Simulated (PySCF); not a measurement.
Compound: CH5NO2Si2.
Bonds: N1–C2 (triple), C2–Si3, Si3–Si4, Si4–O5, Si4–O6. Hydrogens: H7, H8 on Si3; H9 on Si4; H10 on O5; H11 on O6.

Computed with PBE0-D3(BJ)/def2-SVP geometry optimisation, gas phase (PySCF 2.14.0).

Problem. List the bond lengths, angles and torsions at this level.

Solution. 
| bond | length (Å) |
| --- | --- |
| N1≡C2 | 1.161 |
| C2–Si3 | 1.867 |
| Si3–Si4 | 2.345 |
| Si4–O5, Si4–O6 | 1.656 |
| Si3–H7, Si3–H8 | 1.490 |
| Si4–H9 | 1.497 |
| O5–H10, O6–H11 | 0.963 |

Bonds in one row agree within 0.01 Å and their mean is given. A selection of angles:
| angle | degrees |
| --- | --- |
| N1–C2–Si3 | 174.0 |
| C2–Si3–Si4 | 101.3 |
| C2–Si3–H7 | 106.7 |
| Si4–Si3–H7 | 113.4 |
| Si4–Si3–H8 | 116.6 |
| H7–Si3–H8 | 110.7 |
| Si3–Si4–O5 | 108.0 |
| Si3–Si4–H9 | 110.5 |
| O5–Si4–O6 | 108.7 |
| O5–Si4–H9 | 110.5 |
| O6–Si4–H9 | 112.2 |
| Si4–O5–H10 | 118.1 |

Torsions: C2–Si3–Si4–O5 50° (synclinal); H10–O5–Si4–Si3 -68° (synclinal); H11–O6–Si4–Si3 -175° (antiperiplanar). The mirror-image conformer, all signs reversed, is as good.

Si3 (SiH2 silicon) is distorted tetrahedral (angles from 101.3° to 116.6°). Si4 (oxygen-bound silicon) is tetrahedral (angles from 106.8° to 112.2°).

Point group: C1 (no symmetry element, even within 0.4 Å). No PBE0-D3(BJ)/def2-SVP frequencies stand behind this structure, so it isn't proved a minimum. The numbers are those of one conformer (C2–Si3–Si4–O5 50°, Si3–Si4–O5–H -68°, Si3–Si4–O6–H -175°).
